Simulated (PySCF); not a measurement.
LC-wPBE on W⁺ (tungsten, charge +1), [Xe] 4f14 5d3 6s1 6p1, one real determinant (an excited configuration). Calculation: PySCF 2.14, in aug-cc-pwCVDZ-PP with ECP60MDF (6s6p5d3f, 70 functions); scalar relativity through the core potential.

```
cycle= 4 E= -66.8187219606248  delta_E= -0.000396  |g|= 0.0074  |ddm|= 0.0314
cycle= 5 E= -66.8193822030801  delta_E= -0.00066  |g|= 0.00733  |ddm|= 0.053
cycle= 6 E= -66.8220234052868  delta_E= -0.00264  |g|= 0.00928  |ddm|= 0.245
cycle= 7 E= -66.8176316553231  delta_E= 0.00439  |g|= 0.0111  |ddm|= 0.376
cycle= 8 E= -66.8231088084592  delta_E= -0.00548  |g|= 0.00927  |ddm|= 0.522
cycle= 9 E= -66.8233625752954  delta_E= -0.000254  |g|= 0.0058  |ddm|= 0.0631
cycle= 10 E= -66.8235213147498  delta_E= -0.000159  |g|= 0.00132  |ddm|= 0.0819
cycle= 11 E= -66.8235400394574  delta_E= -1.87e-05  |g|= 0.00115  |ddm|= 0.0288
cycle= 12 E= -66.8235424205016  delta_E= -2.38e-06  |g|= 0.000112  |ddm|= 0.0113
cycle= 13 E= -66.823542414115  delta_E= 6.39e-09  |g|= 7.91e-05  |ddm|= 0.000981
cycle= 14 E= -66.8235424287291  delta_E= -1.46e-08  |g|= 3.54e-05  |ddm|= 0.00116
cycle= 15 E= -66.8235424300684  delta_E= -1.34e-09  |g|= 9.9e-06  |ddm|= 0.000173
cycle= 16 E= -66.8235424301995  delta_E= -1.31e-10  |g|= 1.2e-06  |ddm|= 8.8e-05
converged SCF energy = -66.8235424301995  <S^2> = 8.7513408  2S+1 = 6.0004469
```

Highest occupied orbital energy: -11.377 eV; ⟨L²⟩ = 11.94; populations by l: s 2.65, p 7.00, d 3.35, f 0.00.

(1) Can this result be used?

## Answers

(1) Not for this state. Self-consistency was reached. ⟨L²⟩ = 11.94 against 20 for a pure G term, so this real determinant mixes terms. Energies and moments cover only the electrons outside the core potential. Spin-orbit coupling, absent here, splits the open shell strongly. The s, p, d and f populations moved away from the nominal configuration during the SCF.
